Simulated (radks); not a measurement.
Values are calculated unless marked as measured or tabulated.
Question: The mean radii <r> (bohr) of the occupied orbitals of an atom or ion are listed with their occupations. Level of theory: scalar-relativistic Kohn-Sham, PBE, spin-unpolarised, spherical densities, finite nucleus; Fermi nuclear charge, rms radius of each element as measured or else 0.836 A^(1/3) + 0.57 fm (a radial shooting solver on a logarithmic mesh with Libxc functionals).

orbital  occ.      <r>
1s          2  0.02722
2s          2   0.1165
2p          6   0.1018
3s          2   0.2956
3p          6   0.2895
3d          4   0.2595

Name the element and its charge.

Answer: Z = 53, iodine, charge +31: I31+ in [Ar] 3d4. The 1s radius gives Z: for a bare nucleus <r> = (2 gamma + 1)/(2Z) with gamma = sqrt(1 - (Z/c)^2), 0.02683 bohr for Z = 53, and screening makes it slightly larger (0.02722 here). The occupations add up to 22, and the charge is Z minus that.
